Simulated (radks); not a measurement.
Radial electron density D(r) = 4 pi r^2 rho(r) of an atom or ion with 31 electrons. Method: Dirac Kohn-Sham, SOGGA, spin-unpolarised, spherical densities, point nucleus; computed with a radial shooting solver on a logarithmic mesh with Libxc functionals.

r (bohr),D(r) (e/bohr)
0.001526,0.7933
0.001748,1.018
0.002003,1.303
0.002277,1.641
0.002608,2.090
0.002988,2.654
0.003424,3.358
0.003891,4.175
0.004458,5.236
0.005108,6.532
0.005852,8.099
0.006651,9.850
0.00762,12.03
0.00873,14.56
0.01,17.44
0.01137,20.45
0.01302,23.89
0.01492,27.48
0.01709,31.06
0.01943,34.23
0.02226,37.15
0.0255,39.36
0.02922,40.61
0.03347,40.77
0.03804,39.93
0.04359,38.19
0.04994,36.03
0.05721,34.10
0.06502,33.13
0.0745,33.59
0.08535,35.80
0.09778,39.43
0.1111,43.30
0.1273,46.57
0.1459,47.63
0.1671,45.64
0.1899,41.12
0.2176,34.77
0.2493,28.80
0.2856,25.16
0.3246,24.65
0.3719,26.62
0.4261,29.38
0.4882,30.79
0.5593,29.54
0.6357,25.89
0.7283,20.40
0.8344,14.68
0.956,9.879
1.087,6.667
1.245,4.560
1.426,3.385
1.634,2.673
1.857,2.135
2.128,1.576
2.438,1.043
2.793,0.6028
3.174,0.3147
3.636,0.1354
4.166,0.04871
4.773,0.01428
5.425,0.003653
6.215,0.0006708

What is the nuclear charge?

Answer. Z = 33. The innermost maximum, from 1s, lies near gamma/Z bohr with gamma = sqrt(1 - (Z/c)^2) = 0.971, here 0.0294 bohr (found: 0.0319), and its height grows with Z. The density is that of the arsenic ion As2+ in [Ar] 3d10 4s2 4p1; the configuration itself is not fixed sharply by these data, and Z only to about a unit. D(r) has 3 maxima, at r = 0.0319, 0.144, 0.492 bohr, and minima at 0.0671, 0.312 bohr, inside which lie 2.09, 11.00 electrons.
